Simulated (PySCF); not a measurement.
BiI₃, SMILES [I][Bi]([I])[I].

Coordinates come from a B3LYP-D3(BJ)/def2-SVP optimisation. The isomer is the one that the SMILES or the coordinates give; other isomers of the formula were not compared. The def2 effective core potentials stand for the cores of Bi, I; spin–orbit coupling is left out.

Method: B3LYP-D3(BJ)/def2-SVP (PySCF).

Frequencies are harmonic and unscaled.

Modes within 1.5 cm⁻¹ of each other (mostly degenerate sets) share a row, with their intensities summed.

| mode | ν (cm⁻¹) | IR (km/mol) | moving atoms (share of kinetic energy) |
|---|---|---|---|
| 1–2 | 46 | 0.2 | I 89 %, Bi 11 % |
| 3 | 58 | 0.5 | I 67 %, Bi 33 % |
| 4–5 | 164 | 51.0 | I 57 %, Bi 43 % |
| 6 | 166 | 3.0 | I 68 %, Bi 32 % |
